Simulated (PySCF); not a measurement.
# Working out the excitation energy of Ba

Ba [Xe] 6s2 (1S) → Ba [Xe] 5d1 6s1 (3D). Computed with PySCF 2.14 in def2-TZVPPD with the def2 core potential (46 electrons), with scalar relativity through the core potential. Frozen: nothing. Energies in hartree (1 hartree = 27.21139 eV):

```json
{"part": "UHF", "Ba (lower)": "-25.094895", "Ba (upper)": "-25.063370"}
{"part": "MP2 opposite-spin", "Ba (lower)": "-0.116803", "Ba (upper)": "-0.100055"}
{"part": "MP2 same-spin", "Ba (lower)": "-0.040530", "Ba (upper)": "-0.038838"}
```

What does Hartree-Fock give?

(-25.063370) − (-25.094895) = 0.031525 hartree = 0.858 eV.

What do MP2 and SCS-MP2 (6/5 opposite-spin, 1/3 same-spin) give?

The opposite-spin parts differ by 0.456 eV and the same-spin parts by 0.046 eV. MP2: 0.858 + (0.456) + (0.046) = 1.360 eV. SCS-MP2: 0.858 + 1.2 × (0.456) + (0.046)/3 = 1.421 eV.

Measured between the centres of the two terms (NIST): 1.160 eV, so MP2 (valence and next inner shell) is off by 0.200 eV.

What remains against the reference includes basis incompleteness and correlation beyond second order.
